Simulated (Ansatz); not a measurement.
Ansatz (a first-principles code) input (RI-MP2/def2-TZVPP):
A basis named .json is the Basis Set Exchange file of that set.

Ansatz 0.2 input:
```yaml
crystal:
  periodic: [false, false, false]
  atoms:
    - {symbol: Ti, position_ang: [0.00000000, 0.00000000, 0.00000000]}
    - {symbol: I, position_ang: [0.00000000, 0.00000000, 2.61400072]}
    - {symbol: I, position_ang: [-0.00000000, -0.00000000, -2.61400072]}
basis:
  gaussian:
    orbitals: def2-TZVPP
    fitting: {mean_field: def2-universal-jkfit, correlation: def2-TZVPP-RIFIT.json}
magnetization: {spin_polarized: true, initial_magnetization: 2}
correlation: {method: mp2, electrons: outside_noble_gas}
```

End of the output:

```
integrals: 0.16 GiB planned
700 factors; integrals over basis functions are off by at most 5.5e-1 eV
584 factors; integrals over basis functions are off by at most 1.4e2 eV
mean field: 0.77 GiB planned
mean field evaluation 1: about -39231.5103 eV, gradient 2.0e1 eV
mean field evaluation 2: about -39233.3363 eV, gradient 2.5e1 eV
mean field evaluation 4: about -39236.2904 eV, gradient 2.9e0 eV
mean field evaluation 8: about -39236.5234 eV, gradient 5.6e-4 eV
mean field evaluation 16: about -39236.4481 eV, gradient 3.1e-1 eV
mean field evaluation 32: about -39236.1935 eV, gradient 2.5e0 eV
mean field evaluation 64: about -39236.3622 eV, gradient 2.1e0 eV
mean field -39236.52338663 eV, -1441.9156389880 hartree, gradient 1.9e-6 eV, S^2 2.015829; 10 other end points of the search recorded, 0 dependent functions left out
27 core orbitals not correlated
reference -39236.52338663 eV, -1441.9156389880 hartree; 10, 8 occupied and 127, 129 virtual orbitals, 584 factors
second order -8.76546567 eV of doubles, -0.00000000 eV of singles
Total energy: -39245.28885230 eV, -1442.2377639097 hartree
```

The spin state was set by rule; other spins were not relaxed.
